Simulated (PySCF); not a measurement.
Job file and geometry (Å, from GFN2-xTB) of an NMR shielding run on SMILES C/C(=C/C(C)C)B(N)P, C6H15BNP, PySCF, GIAO PBE0/pcSseg-1 NMR shielding, non-relativistic, gas phase; density fitting, a coarse starting grid and PySCF grid level 2 are the driver's defaults:

```
$ OMP_NUM_THREADS=1 python probes_run.py task.json out

{"job": {"kind": "nmr", "xc": "PBE0", "basis": "pcSseg-1"}, "charge": 0, "multiplicity": 1}
C      1.720346     2.020508    -0.274713
C      0.859926     0.784428    -0.214125
C     -0.381637     0.861382     0.261289
C     -1.340794    -0.282787     0.411201
C     -2.539461    -0.082991    -0.520377
C     -1.812608    -0.378381     1.863622
B      1.564887    -0.530396    -0.700566
N      1.055727    -1.293020    -1.736745
P      3.267309    -1.016990     0.056593
H      2.673945     1.832477     0.220737
H      1.937413     2.272233    -1.312781
H      1.234803     2.871806     0.197970
H     -0.775305     1.815146     0.598775
H     -0.833951    -1.215498     0.145727
H     -3.235723    -0.914625    -0.433175
H     -3.066087     0.834220    -0.264925
H     -2.212160    -0.010297    -1.555578
H     -0.962392    -0.514647     2.528357
H     -2.491335    -1.219350     1.990448
H     -2.334671     0.531549     2.153426
H      1.506161    -2.115777    -2.104779
H      0.205794    -1.062358    -2.224484
H      2.929001    -0.789190     1.379623
H      3.019077    -2.377678     0.147706
```

Q: Write the output of this run.

A: 
```
coarse grid: 19592 points
cycle   1  E = -657.9565218239  dE =  8.511e-01  |g| = 5.360e-01  |ddm| = 4.199e+00
cycle   2  E = -657.9459940612  dE =  1.053e-02  |g| = 5.897e-01  |ddm| = 1.110e+00
cycle   3  E = -658.0341795927  dE = -8.819e-02  |g| = 5.825e-02  |ddm| = 6.265e-01
cycle   4  E = -658.0348113161  dE = -6.317e-04  |g| = 3.431e-02  |ddm| = 9.003e-02
cycle   5  E = -658.0350710328  dE = -2.597e-04  |g| = 7.642e-03  |ddm| = 3.067e-02
cycle   6  E = -658.0350842414  dE = -1.321e-05  |g| = 3.595e-03  |ddm| = 1.273e-02
cycle   7  E = -658.0350872104  dE = -2.969e-06  |g| = 9.185e-04  |ddm| = 3.804e-03
final grid: 181960 points
cycle   8  E = -658.0856766337  dE = -6.054e-05  |g| = 1.043e-02  |ddm| = 4.444e-02
cycle   9  E = -658.0856661197  dE =  1.051e-05  |g| = 1.234e-02  |ddm| = 2.195e-02
cycle  10  E = -658.0857046717  dE = -3.855e-05  |g| = 9.376e-04  |ddm| = 1.236e-02
cycle  11  E = -658.0857048558  dE = -1.841e-07  |g| = 3.059e-04  |ddm| = 9.231e-04
cycle  12  E = -658.0857048761  dE = -2.034e-08  |g| = 7.162e-05  |ddm| = 3.439e-04
cycle  13  E = -658.0857048771  dE = -1.028e-09  |g| = 3.910e-05  |ddm| = 1.186e-04
cycle  14  E = -658.0857048775  dE = -3.622e-10  |g| = 8.763e-06  |ddm| = 3.705e-05
converged SCF energy = -658.0857048775

GIAO shielding tensors (ppm)
atom      isotropic    diamagn.    paramagn.     s11        s22        s33       span
  0 C      159.281     248.331     -89.050    142.686    151.388    183.770     41.084
  1 C       40.958     260.702    -219.744    -67.959     33.275    157.559    225.518
  2 C       38.835     259.755    -220.919    -63.479     60.203    119.782    183.261
  3 C      150.815     246.914     -96.099    144.484    147.301    160.659     16.174
  4 C      160.375     248.884     -88.509    141.815    153.981    185.330     43.515
  5 C      161.762     248.326     -86.565    147.582    152.182    185.521     37.939
  6 B       53.398     196.705    -143.307     12.019     32.377    115.800    103.781
  7 N      152.344     318.974    -166.630     64.688    191.524    200.818    136.130
  8 P      561.261     968.285    -407.023    490.399    567.294    626.091    135.691
  9 H       29.758      30.079      -0.321     24.782     30.598     33.893      9.111
 10 H       29.849      29.343       0.507     26.364     27.710     35.474      9.110
 11 H       30.029      31.141      -1.111     26.230     29.095     34.762      8.532
 12 H       26.168      37.081     -10.913     23.262     25.293     29.949      6.687
 13 H       29.205      36.212      -7.007     25.742     26.912     34.963      9.221
 14 H       30.575      30.894      -0.319     26.774     27.683     37.268     10.493
 15 H       30.805      31.753      -0.948     27.613     28.898     35.903      8.290
 16 H       30.844      32.389      -1.545     26.331     29.835     36.367     10.036
 17 H       30.614      31.746      -1.132     25.986     29.414     36.443     10.457
 18 H       30.664      30.731      -0.067     26.707     27.923     37.363     10.655
 19 H       30.917      31.690      -0.773     27.828     28.848     36.075      8.247
 20 H       27.545      31.266      -3.721     22.291     26.083     34.259     11.968
 21 H       27.542      34.356      -6.814     21.998     26.374     34.253     12.254
 22 H       30.110      31.990      -1.881     25.325     28.882     36.122     10.797
 23 H       30.159      31.456      -1.297     25.639     27.768     37.070     11.432
```

Size and cost of the density-fitted run: 235 basis functions, 96 s wall time on 1 thread of an Arm Neoverse N1, shared host; peak memory 1.1 GiB.
